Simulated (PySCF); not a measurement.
ClH5O2Si2. Atoms are numbered in the order given.

```xyz
10

O     -1.4661     1.3228    -0.1607
Si    -1.2957    -0.2518     0.3389
O     -1.6206    -1.3767    -0.8411
Si     0.9867    -0.5246     0.7915
Cl     1.8557     0.7879    -0.5976
H     -0.7165     1.6570    -0.6702
H     -2.2250    -0.4022     1.4923
H     -2.5206    -1.4066    -1.1821
H      1.5487    -1.8851     0.5587
H      1.3869    -0.0572     2.1515
```

The structure is a stationary point at PBE0-D3(BJ)/def2-SVP. This is a generated structure with no PubChem entry under its InChIKey; it may be hypothetical. The values are those of a single conformer.

Calculation: PBE0/def2-TZVP (PySCF).

Atomic charges (e):

```csv
atom,IAO,Löwdin
O1,-0.80,-0.12
Si2,1.09,-0.09
O3,-0.80,-0.13
Si4,0.47,-0.09
Cl5,-0.34,0.17
H6,0.37,0.17
H7,-0.16,-0.04
H8,0.37,0.18
H9,-0.10,-0.03
H10,-0.11,-0.03
```

Task: Give the Mayer and Wiberg (Löwdin basis) orders of the bonds. (Estimate from the structure and the level; the computed values follow.)

Result: 
```json
[
 {"bond": "O1–Si2", "Mayer": "1.22", "Wiberg": "1.69"},
 {"bond": "Si2–O3", "Mayer": "1.21", "Wiberg": "1.69"},
 {"bond": "Si2–Si4", "Mayer": "0.91", "Wiberg": "1.05"},
 {"bond": "Si4–Cl5", "Mayer": "1.07", "Wiberg": "1.74"},
 {"bond": "O1–H6", "Mayer": "0.86", "Wiberg": "1.00"},
 {"bond": "Si2–H7", "Mayer": "0.92", "Wiberg": "0.91"},
 {"bond": "O3–H8", "Mayer": "0.87", "Wiberg": "1.02"},
 {"bond": "Si4–H9", "Mayer": "0.93", "Wiberg": "0.95"},
 {"bond": "Si4–H10", "Mayer": "0.93", "Wiberg": "0.95"}
]
```
